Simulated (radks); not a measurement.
The numbers below are computed, except where a source is named.
Task: Valence configurations of F+ (all share [He]). Code: a radial shooting solver on a logarithmic mesh with Libxc functionals. Model: non-relativistic Kohn-Sham, r2SCAN, spin-polarised, spherical densities, point nucleus; open shells are filled with parallel spins first; meta-GGA in the generalised Kohn-Sham scheme. Order these by energy: 2s1 2p5; 2s0.5 2p5.5; 2p6; 2s2 2p4.

Result: From the lowest, in eV above it: 2s2 2p4 0.000; 2s1 2p5 20.202; 2s0.5 2p5.5 32.356; 2p6 43.147. NIST lists [He] 2s2 2p4 as the ground configuration; this level of theory agrees among the configurations tried. The energies are those of spherical high-spin densities, not of single terms.
